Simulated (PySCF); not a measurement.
A species of formula C6H10Si2 has this rotational fingerprint, computed with CAM-B3LYP/def2-SVPD in PySCF (dipole) on a GFN2-xTB geometry, gas phase:

```
Rotational constants : A = 1408, B = 1209, C = 815.2 MHz
Dipole components    : |μa| = 0.62 D, |μb| = 0.46 D, |μc| = 1.01 D
Inertial defect      : -156.88 u·Å²
κ                    : 0.33
```

Task: Which structure is it? (One computed conformer of each.)
A. `[CH:1]#[C:2][Si@H:3]([SiH2:4][CH3:5])[CH:6]1[CH:7]=[CH:8]1` with C2–Si3–Si4–C5 -28°, C2–Si3–C6–C7 100°
B. `[SiH3]C1=CC=C([SiH3])C=C1`

Result: A. It is C#C[Si@H]([SiH2]C)C1C=C1, an asymmetric top, point group C1. The candidates at the same level (rigid rotor, commonest isotopes):

| SMILES | A (MHz) | B (MHz) | C (MHz) | μa (D) | μb (D) | μc (D) | Δ (u·Å²) | point group | rotor |
| --- | --- | --- | --- | --- | --- | --- | --- | --- | --- |
| C#C[Si@H]([SiH2]C)C1C=C1 | 1408 | 1209 | 815.2 | 0.62 | 0.46 | 1.01 | -156.88 | C1 | asymmetric top |
| [SiH3]c1ccc([SiH3])cc1 | 5159 | 649.8 | 584.8 | 0.01 | 0.02 | 0.01 | -11.52 | near C2v | near-prolate asymmetric top |

`[SiH3]c1ccc([SiH3])cc1` has A 266 % too high. No structure here is proved a minimum.
